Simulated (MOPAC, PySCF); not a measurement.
H₉BSi₃, SMILES `[SiH3]B([SiH3])[SiH3]`, neutral singlet in the gas phase. 

Cartesian coordinates (Å):
```xyz
13

Si    -0.9839    -1.5841    -0.7620
B      0.0093     0.0025    -0.0543
Si    -1.0202     1.5385     0.7104
Si     2.0095     0.0546    -0.0009
H     -2.3777    -1.2835    -1.1748
H     -1.0445    -2.5201     0.3973
H     -0.2999    -2.2811    -1.8793
H     -2.3348     1.1571     1.2844
H     -1.2726     2.4095    -0.4739
H     -0.2775     2.3380     1.7161
H      2.5521     1.4329    -0.1047
H      2.3540    -0.4679     1.3522
H      2.6862    -0.7965    -1.0103
```
Charge 0, spin multiplicity 1.

All levels are single points at this geometry (B3LYP-D3(BJ)/def2-TZVP); Pople sets use spherical d functions. Orbital energies aren't observables, and empty levels follow the basis.

PM6 in MOPAC gives HOMO (eV) = -9.12.

### Question
Estimate the HOMO (eV) from each of these levels: PBE-D3(BJ)/def2-TZVP in PySCF; ωB97X-D3(BJ)/def2-TZVP in PySCF; B3LYP/6-311+G** in PySCF; HF/STO-3G in PySCF; PM7 in MOPAC.

### Answer

```
level                            HOMO (eV)
-------------------------------  ---------
PBE-D3(BJ)/def2-TZVP in PySCF        -6.84
ωB97X-D3(BJ)/def2-TZVP in PySCF     -10.36
B3LYP/6-311+G** in PySCF             -7.82
HF/STO-3G in PySCF                   -8.47
PM7 in MOPAC                        -10.40
```
